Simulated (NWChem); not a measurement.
Species: SrBrF; SMILES [F][Sr][Br]

Results from NWChem. All runs use the structure optimised with PBE0/def2-SVP. Not confirmed as a minimum by frequencies. def2 effective core potentials on Sr; no spin-orbit coupling. Ions are spin-unrestricted doublets at the neutral geometry; other ion states weren't tried.

For level PBE0/def2-SVP:

```yaml
vertical ionisation energy, ΔSCF (eV): 9.64
"−ε(HOMO) (eV)": 7.12
```

**Question.** Estimate the same quantities for level PBE/def2-SVP.

**Answer.** The vertical ionisation energy, ΔSCF (eV) is 9.31 and the −ε(HOMO) (eV) is 5.89.
